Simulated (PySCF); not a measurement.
C₂F₃O, doublet (typed; the unrestricted solution is spin-contaminated), geometry from GFN2-xTB, with bond 1-2 at 2.0 times its length; PBE/STO-3G in PySCF.

Here is a job for PySCF.
```python
from pyscf import gto, scf, dft

mol = gto.M(
    atom='''
O     3.13546967    0.43014063   -0.37307815
C     1.08986429   -0.50654037    0.29602905
C    -0.34111089   -0.01722593    0.02420795
F    -0.38109944    1.16630353   -0.60493613
F    -1.01273776    0.11577451    1.16522583
F    -0.98325794   -0.89894506   -0.73953699
''',
    basis='sto-3g',
    spin=1,
    verbose=4,
)

mf = dft.UKS(mol)
mf.xc = 'pbe'
mf.init_guess = 'sap'
mf.kernel()
```

What the program printed (banner, timings and long lists left out):

```
PySCF version 2.14.0

[INPUT] verbose = 4
[INPUT] num. atoms = 6
[INPUT] num. electrons = 47
[INPUT] charge = 0
[INPUT] spin (= nelec alpha-beta = 2S) = 1
[INPUT] symmetry False subgroup None
[INPUT] Mole.unit = angstrom
[INPUT] Symbol           X                Y                Z      unit          X                Y                Z       unit  Magmom
[INPUT]  1 O      3.135469670000   0.430140630000  -0.373078150000 AA    5.925178948180   0.812847985748  -0.705015526559 Bohr   0.0
[INPUT]  2 C      1.089864290000  -0.506540370000   0.296029050000 AA    2.059545021044  -0.957222570336   0.559413829415 Bohr   0.0
[INPUT]  3 C     -0.341110890000  -0.017225930000   0.024207950000 AA   -0.644606160207  -0.032552289941   0.045746395537 Bohr   0.0
[INPUT]  4 F     -0.381099440000   1.166303530000  -0.604936130000 AA   -0.720173567825   2.203994249813  -1.143163608554 Bohr   0.0
[INPUT]  5 F     -1.012737760000   0.115774510000   1.165225830000 AA   -1.913797002406   0.218782116106   2.201957691969 Bohr   0.0
[INPUT]  6 F     -0.983257940000  -0.898945060000  -0.739536990000 AA   -1.858088216404  -1.698759964431  -1.397522370085 Bohr   0.0

nuclear repulsion = 218.426335670952
number of shells = 18
number of NR pGTOs = 90
number of NR cGTOs = 30
basis = sto-3g
ecp = {}

******** <class 'pyscf.dft.uks.UKS'> ********
method = UKS
initial guess = sap
damping factor = 0
level_shift factor = 0
DIIS = <class 'pyscf.scf.diis.CDIIS'>
diis_start_cycle = 1
diis_space = 8
diis_damp = 0
SCF conv_tol = 1e-09
SCF conv_tol_grad = None
SCF max_cycles = 50
direct_scf = True
direct_scf_tol = 1e-13
number electrons alpha = 24  beta = 23
XC library pyscf.dft.libxc version 7.1.2
    S. Lehtola, C. Steigemann, M. J. T. Oliveira, and M. A. L. Marques,  SoftwareX 7, 1–5 (2018)
XC functionals = pbe
    J. P. Perdew, K. Burke, and M. Ernzerhof,  Phys. Rev. Lett. 77, 3865 (1996)
    J. P. Perdew, K. Burke, and M. Ernzerhof,  Phys. Rev. Lett. 78, 1396 (1997)
    J. P. Perdew, K. Burke, and M. Ernzerhof,  Phys. Rev. Lett. 77, 3865 (1996)
    J. P. Perdew, K. Burke, and M. Ernzerhof,  Phys. Rev. Lett. 78, 1396 (1997)
radial grids:
    Treutler-Ahlrichs [JCP 102, 346 (1995); DOI:10.1063/1.469408] (M4) radial grids

becke partition: Becke, JCP 88, 2547 (1988); DOI:10.1063/1.454033
pruning grids: <function nwchem_prune>
grids dens level: 3
symmetrized grids: False
atomic radii adjust function: <function treutler_atomic_radii_adjust>
small_rho_cutoff = 0
Set gradient conv threshold to 3.16228e-05
Initial guess from superposition of atomic potentials (doi:10.1021/acs.jctc.8b01089)
This is the Gaussian fit version as described in doi:10.1063/5.0004046.
Found SAP basis sapgrasplarge
tot grids = 85104
init E= -437.795363089659

cycle= 1 E= -441.081619284248  delta_E= -3.29  |g|= 1.01  |ddm|= 3.77
cycle= 2 E= -423.107733056625  delta_E=   18  |g|= 2.27  |ddm|= 6.72
cycle= 3 E= -438.680757681316  delta_E= -15.6  |g|= 2.52  |ddm|= 6.28

cycle= 4 E= -440.35980665822  delta_E= -1.68  |g|= 1.21  |ddm|= 3.04
cycle= 5 E= -442.367858731047  delta_E= -2.01  |g|= 0.787  |ddm|= 3.02
cycle= 6 E= -440.186265121307  delta_E= 2.18  |g|= 1.23  |ddm|= 3.02
cycle= 7 E= -440.58091397819  delta_E= -0.395  |g|= 1.38  |ddm|= 0.243
cycle= 8 E= -443.762092491695  delta_E= -3.18  |g|= 0.171  |ddm|= 1.95
cycle= 9 E= -442.331778406545  delta_E= 1.43  |g|= 0.635  |ddm|= 1.97
cycle= 10 E= -442.434940566902  delta_E= -0.103  |g|= 0.701  |ddm|= 0.149
cycle= 11 E= -442.520136951043  delta_E= -0.0852  |g|= 0.736  |ddm|= 0.108
cycle= 12 E= -443.14838654999  delta_E= -0.628  |g|= 0.695  |ddm|= 0.813
cycle= 13 E= -443.654740820594  delta_E= -0.506  |g|= 0.352  |ddm|= 0.867
cycle= 14 E= -443.204950461415  delta_E= 0.45  |g|= 0.66  |ddm|= 0.813
cycle= 15 E= -443.387812295582  delta_E= -0.183  |g|= 0.546  |ddm|= 0.295
cycle= 16 E= -443.651084628747  delta_E= -0.263  |g|= 0.348  |ddm|= 0.514
cycle= 17 E= -439.838119590869  delta_E= 3.81  |g|= 0.979  |ddm|=  2.6
cycle= 18 E= -442.803999541897  delta_E= -2.97  |g|= 0.809  |ddm|= 2.97

cycle= 19 E= -442.102194117506  delta_E= 0.702  |g|= 0.475  |ddm|= 0.925
cycle= 20 E= -442.190412323675  delta_E= -0.0882  |g|= 0.564  |ddm|= 0.195
cycle= 21 E= -442.706685502194  delta_E= -0.516  |g|= 0.777  |ddm|= 0.637
cycle= 22 E= -441.537669595041  delta_E= 1.17  |g|= 1.48  |ddm|= 2.68
cycle= 23 E= -441.402604441407  delta_E= 0.135  |g|=  1.5  |ddm|= 0.136
cycle= 24 E= -443.794190158487  delta_E= -2.39  |g|= 0.0685  |ddm|=  1.9
cycle= 25 E= -443.133626232711  delta_E= 0.661  |g|= 0.879  |ddm|= 1.31
cycle= 26 E= -442.585128544938  delta_E= 0.548  |g|= 1.24  |ddm|= 0.427
cycle= 27 E= -443.152944322848  delta_E= -0.568  |g|= 0.81  |ddm|= 0.535
cycle= 28 E= -443.248036935551  delta_E= -0.0951  |g|= 0.737  |ddm|=  0.1
cycle= 29 E= -443.614713126161  delta_E= -0.367  |g|= 0.419  |ddm|= 0.511
cycle= 30 E= -443.713581637791  delta_E= -0.0989  |g|= 0.305  |ddm|= 1.17
cycle= 31 E= -443.807907318481  delta_E= -0.0943  |g|= 0.0432  |ddm|= 0.45
cycle= 32 E= -443.809310840458  delta_E= -0.0014  |g|= 0.025  |ddm|= 0.0624
cycle= 33 E= -443.809657912428  delta_E= -0.000347  |g|= 0.0224  |ddm|= 0.0976
cycle= 34 E= -443.807752355293  delta_E= 0.00191  |g|= 0.05  |ddm|= 0.051
cycle= 35 E= -443.809435040066  delta_E= -0.00168  |g|= 0.0274  |ddm|= 0.0375
cycle= 36 E= -443.810164469488  delta_E= -0.000729  |g|= 0.00208  |ddm|= 0.0511
cycle= 37 E= -443.810163658634  delta_E= 8.11e-07  |g|= 0.00267  |ddm|= 0.0103
cycle= 38 E= -443.810164943441  delta_E= -1.28e-06  |g|= 0.00267  |ddm|= 0.0065
cycle= 39 E= -443.810171969926  delta_E= -7.03e-06  |g|= 0.000367  |ddm|= 0.00503
cycle= 40 E= -443.810172142763  delta_E= -1.73e-07  |g|= 0.000134  |ddm|= 0.00185
cycle= 41 E= -443.810172165217  delta_E= -2.25e-08  |g|= 0.0001  |ddm|= 0.000694
cycle= 42 E= -443.81017218534  delta_E= -2.01e-08  |g|= 2.2e-05  |ddm|= 0.000498
cycle= 43 E= -443.81017220244  delta_E= -1.71e-08  |g|= 2.98e-05  |ddm|= 0.000893
cycle= 44 E= -443.810172226602  delta_E= -2.42e-08  |g|= 1.86e-05  |ddm|= 0.00191
cycle= 45 E= -443.810172231127  delta_E= -4.52e-09  |g|= 1.96e-05  |ddm|= 0.00101
cycle= 46 E= -443.81017223193  delta_E= -8.03e-10  |g|= 7e-06  |ddm|= 0.000362
Extra cycle  E= -443.810172206982  delta_E= 2.49e-08  |g|= 0.000161  |ddm|= 0.000288
SCF not converged.
SCF energy = -443.810172206982 after 50 cycles  <S^2> = 1.6112035  2S+1 = 2.7285186
```

Convergence was not reached.
